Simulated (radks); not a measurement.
The numbers below are computed, except where a source is named.
Problem. Ionisation of neutral samarium, [Xe] 4f6 6s2, to Sm+, [Xe] 4f6 6s1, under several functionals. Scalar-relativistic Kohn-Sham, spin-unpolarised, spherical densities, point nucleus; a radial shooting solver on a logarithmic mesh with Libxc functionals. Known Delta-SCF values: BP86 6.117 eV; LDA (Slater exchange, Perdew-Zunger correlation) 6.151 eV. What does PBE give, and what is its highest occupied eigenvalue?

Solution. 5.947 eV by Delta-SCF; the 4f eigenvalue is -2.472 eV. NIST: 5.644 eV (measured).

Beside tabulated values, note that spin-unpolarised runs miss the spin-polarisation part of the exchange energy of open shells.
